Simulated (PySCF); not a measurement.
SMILES N#CC[SiH3], CAM-B3LYP/def2-SVP optimised geometry.

```
9

N      2.42    -0.93     0.00
C      1.27    -0.97     0.00
C     -0.19    -0.97     0.00
Si    -0.94     0.78     0.00
H     -0.55    -1.51    -0.89
H     -0.55    -1.51     0.89
H     -0.51     1.51    -1.22
H     -0.50     1.51     1.22
H     -2.42     0.63     0.00
```

Density from PySCF with CAM-B3LYP/def2-TZVP at that geometry.

Minimum of the electron density along straight lines between bonded atoms, close to the bond critical point (lines longer than 1.1 times the sum of covalent radii, or with two minima, are not listed):

| bond | length / Å | ρ at the minimum / e bohr⁻³ | ∇²ρ there / e bohr⁻⁵ | position (fraction from the first atom) |
|---|---|---|---|---|
| N1–C2 | 1.154 | 0.496 | -0.27 | 0.65 |
| C2–C3 | 1.454 | 0.269 | ? | 0.55 |
| C3–Si4 | 1.906 | ? | ? | 0.61 |
| C3–H5 | 1.101 | 0.270 | -0.90 | 0.65 |
| C3–H6 | 1.101 | 0.270 | -0.90 | 0.65 |
| Si4–H7 | 1.485 | 0.123 | 0.15 | 0.49 |
| Si4–H8 | 1.485 | 0.123 | 0.15 | 0.49 |
| Si4–H9 | 1.487 | 0.122 | 0.15 | 0.49 |

Question: Fill in the missing entries.

Answer: 
- C2–C3, ∇²ρ there / e bohr⁻⁵: -0.73
- C3–Si4, ρ at the minimum / e bohr⁻³: 0.114
- C3–Si4, ∇²ρ there / e bohr⁻⁵: 0.16
